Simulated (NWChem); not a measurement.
All runs are NWChem calculations. System: ClIn, charge 1, spin multiplicity 2, at the geometry of a parent with another charge or spin, in a state set for the comparison that need not be this species' ground state. Its SCF solution wasn't tested for a lower state. Level: UMP2/def2-TZVP with def2 effective core potentials on In, 9 core orbitals frozen.

Job file:

```
start mol
memory heap 200 mb stack 900 mb global 1100 mb
charge 1
geometry units angstroms nocenter noautoz
  In     0.000000     0.000000    -0.630692
  Cl     0.000000     0.000000     1.817878
  symmetry group C2v
end
basis spherical
  * library def2-tzvp
end
ecp
  In library def2-ecp
end
scf
  uhf
  nopen 1
  maxiter 100
  thresh 1e-7
  semidirect memsize 60000000 filesize 0
  # guess.movecs holds the orbitals of an unrestricted PBE0 run
  vectors input guess.movecs output mol.movecs
end
mp2
  freeze core 9
end
task mp2 energy
```

NWChem printed:

```
             Northwest Computational Chemistry Package (NWChem) 7.3.0
             --------------------------------------------------------

                                NWChem Input Module
                                -------------------

 Scaling coordinates for geometry "geometry" by  1.889725989
 (inverse scale =  0.529177249)

 Turning off AUTOSYM since
 SYMMETRY directive was detected!

                             Geometry "geometry" -> ""
                             -------------------------

 Output coordinates in angstroms (scale by  1.889725989 to convert to a.u.)

  No.       Tag          Charge          X              Y              Z
 ---- ---------------- ---------- -------------- -------------- --------------
    1 In                  49.0000     0.00000000     0.00000000    -0.63069200
    2 Cl                  17.0000     0.00000000     0.00000000     1.81787800

 Effective nuclear repulsion energy (a.u.)     180.0253406751

            Nuclear Dipole moment (a.u.)
            ----------------------------
        X                 Y               Z
 ---------------- ---------------- ----------------
     0.0000000000     0.0000000000     0.0000340151

      Symmetry information
      --------------------

 Group name             C2v
 Group number             16
 Group order               4
 No. of unique centers     2

      Symmetry unique atoms

     1    2


 Summary of "ao basis" -> "" (spherical)
 ------------------------------------------------------------------------------
       Tag                 Description            Shells   Functions and Types
 ---------------- ------------------------------  ------  ---------------------
 *                         def2-tzvp                  on all atoms

 Summary of "ao basis" -> "ao basis" (spherical)
 ------------------------------------------------------------------------------
       Tag                 Description            Shells   Functions and Types
 ---------------- ------------------------------  ------  ---------------------
 In                        def2-tzvp                16       50   6s5p3d2f
[...]
  AO/Fock/Back tols     =   1.0D-09  1.0D-09  1.0D-09

 GA uses MA = F    GA memory limited = T

 Available:
  local mem=  1.26D+08
 global mem=  1.44D+08
 local disk=  0.00D+00
  mp2_memr nvloc                    68
  nvloc new                    68
   1 passes of  10:        4194304                      49427                   8747758.
   1 passes of  10: M    126138050           G      144164062           F     121943746.

 Semi-direct pass number   1 of   1  for UHF alpha       at        1.2s
  vrange nnbf                  3778
  mp2_eaftype                    33  avail_ma_in_mb                  1099
 EAF : mp2_eaftype filesize          33    4373879.
  mp2_eaf for mointskh                     33
Node 0 wrote     20.6 Mb in      0.0 s     Agg I/O rate:   960.2 Mb/s
 Done moints_semi at        3.3s
  mp2_eaftype                    33  avail_ma_in_mb                  1066
 EAF : mp2_eaftype filesize          33    4373879.
  mp2_eaf for kh                    33
 Done maket at        3.4s
 Done multipass loop at        3.4s

 GA uses MA = F    GA memory limited = T

 Available:
  local mem=  1.26D+08
 global mem=  1.44D+08
 local disk=  0.00D+00
  mp2_memr nvloc                    69
  nvloc new                    69
   1 passes of   9:        4194304                      46478                   7989891.
   1 passes of   9: M    126138050           G      144164062           F     121943746.

 Semi-direct pass number   1 of   1  for UHF beta        at        3.4s
  vrange nnbf                  3778
  mp2_eaftype                    30  avail_ma_in_mb                  1099
 EAF : mp2_eaftype filesize          30    3994946.
  mp2_eaf for mointskh                     30
Node 0 wrote     18.8 Mb in      0.0 s     Agg I/O rate:   947.3 Mb/s
 Done moints_semi at        5.5s
  mp2_eaftype                    30  avail_ma_in_mb                  1069
 EAF : mp2_eaftype filesize          30    3994946.
  mp2_eaf for kh                    30
 Done maket at        5.6s
 Done multipass loop at        5.6s

          -------------------------------------------
          SCF energy                -648.465263278312
          Correlation energy          -0.409512588863
          Singlet pairs                0.000000000000
          Triplet pairs                0.000000000000
          Total MP2 energy          -648.874775867175
          -------------------------------------------

          ---------------------------------------------------
                    Spin Component Scaled (SCS) MP2
          Same spin pairs                     -0.125293731766
          Same spin scaling factor             0.333333333333
          Opposite spin pairs                 -0.284218857097
          Opposite spin scaling fact.          1.200000000000
          SCS-MP2 correlation energy          -0.382827205772
          Total SCS-MP2 energy              -648.848090484084
          ---------------------------------------------------

 -----------------------
 Performance information
 -----------------------

 Timer overhead =  9.54D-08 seconds/call

               Nr. of calls         CPU time (s)                 Wall time (s)                GFlops
             ---------------    -------------------     ------------------------------   -------------------
Name         Min   Avg   Max    Min     Avg     Max     Min     Avg     Max   Mx/calls   Min     Max     Sum
mp2: moin     2     2     2    4.2     4.2     4.2      4.2     4.2     4.2     2.1      0.0     0.0     0.0
mp2: make     2     2     2   0.13    0.13    0.13     0.13    0.13    0.13    6.63E-2   0.0     0.0     0.0
mp2: tota     1     1     1    4.4     4.4     4.4      4.4     4.4     4.4     4.4      0.0     0.0     0.0

 The average no. of pstat calls per process was 5.00D+00
 with a timing overhead of 4.77D-07s

 Task  times  cpu:        5.5s     wall:        5.5s

 Total times  cpu:        5.6s     wall:        5.6s
```
